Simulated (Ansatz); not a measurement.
Stepwise reaction of `N[SiH2][GeH2][NH2]` with hydrogen chloride, as a gas-phase model of exchange steps in deposition or etching. ΔE in kJ/mol.

Program: Ansatz. Geometries: PBE0-D4/def2-TZVP. ΔE: electronic, gas phase. CBS: MP2 limit from def2 TZ/QZ plus the TZ coupled-cluster correction, frozen cores. This one scheme is used for every species. DFT in def2-TZVPP. B3LYP here is the variant with VWN-RPA as its local correlation; programs differ in this. For Ge outer-core shells are correlated without core-valence functions, which leaves a few kJ/mol of doubt a bond. Scalar relativity is left out up to krypton. One conformer a species, not always the lowest.

```json
{"step": "2", "reaction": "`[NH2][GeH2][SiH2]Cl` + HCl → `Cl[SiH2][GeH2][Cl]` + NH₃", "PBE-D4": "-79.1", "B3LYP-D4": "-80.3", "ωB97M-V": "-79.2", "CCSD(T)/CBS": "-76.0"}
```

Give the row of step 1, `N[SiH2][GeH2][NH2]` + HCl → `[NH2][GeH2][SiH2]Cl` + NH₃. (An estimate is asked.)

Computed: 
| step | reaction | PBE-D4 | B3LYP-D4 | ωB97M-V | CCSD(T)/CBS |
| --- | --- | --- | --- | --- | --- |
| 1 | `N[SiH2][GeH2][NH2]` + HCl → `[NH2][GeH2][SiH2]Cl` + NH₃ | -53.2 | -51.6 | -52.4 | -52.6 |

By hand: ΔE of the 2 steps together at CCSD(T)/CBS.

(-52.6) + (-76.0) = -128.6 kJ/mol, or -64.3 kJ/mol a step.

In ΔE each step is lower than the one before. All are downhill at CCSD(T)/CBS. PBE-D4 differs from CCSD(T)/CBS by -3.1 to -0.6 kJ/mol a step. Isolated molecules leave out the surface, adducts and barriers. Largest T1 diagnostic: 0.011.
